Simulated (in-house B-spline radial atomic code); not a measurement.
**Binding energies in Zn2+**

NIST's tabulated ground configuration is [Ar] 3d10; each binding energy is the energy of the ion with one electron taken from that subshell, relaxed, less that of the parent. Method: Dirac-Hartree-Fock, average of configuration, Fermi nucleus of rms radius 3.9283 fm. Calculated with a radial B-spline atomic code at the basis-set limit. Energies include first-order Breit, QED and recoil terms.

```
subshell  X-ray name  binding energy (eV)  -ε (eV)  relaxation (eV)
      1s           K               9689.6   9755.6             47.8
      2s          L1               1228.9   1254.3             23.9
   2p1/2          L2               1074.5   1101.8             25.9
   2p3/2          L3               1051.2   1077.7             25.5
      3s          M1                172.2    178.3              5.8
   3p1/2          M2                122.7    128.4              5.5
   3p3/2          M3                119.7    125.1              5.3
   3d3/2          M4                37.35    41.66             4.30
   3d5/2          M5                37.02    41.22             4.22
```

Relaxation = -ε minus the binding energy without Breit, QED and recoil terms.

Emission lines follow as differences of binding energies, with λ = 12398.42 eV·Å / E:

```json
{"line": "K-L3", "holes": "1s → 2p3/2", "energy (eV)": "8638.4", "wavelength (Å)": "1.4353"}
{"line": "K-L2", "holes": "1s → 2p1/2", "energy (eV)": "8615.1", "wavelength (Å)": "1.4391"}
{"line": "K-M3", "holes": "1s → 3p3/2", "energy (eV)": "9569.9", "wavelength (Å)": "1.2956"}
{"line": "L3-M5", "holes": "2p3/2 → 3d5/2", "energy (eV)": "1014.2", "wavelength (Å)": "12.225"}
{"line": "L2-M4", "holes": "2p1/2 → 3d3/2", "energy (eV)": "1037.2", "wavelength (Å)": "11.954"}
{"line": "L1-M3", "holes": "2s → 3p3/2", "energy (eV)": "1109.2", "wavelength (Å)": "11.178"}
{"line": "L3-M1", "holes": "2p3/2 → 3s", "energy (eV)": "879.0", "wavelength (Å)": "14.105"}
```

Task: What screening constant σ does Moseley's law, E = (3/4)·13.6057 eV·(Z - σ)², need for K-L3?

Result: σ = 0.90.

Task: What does it cost to remove both a 3p3/2 and a 3p1/2 electron?

Result: 265.87 eV, which is 23.42 eV more than the two single binding energies together.

Task: What does it cost to remove both a 1s and a 3p3/2 electron?

Result: 9839.4 eV, which is 30.01 eV more than the two single binding energies together.

Task: What does it cost to remove both a 3s and a 3d5/2 electron?

Result: 231.74 eV, which is 22.49 eV more than the two single binding energies together.
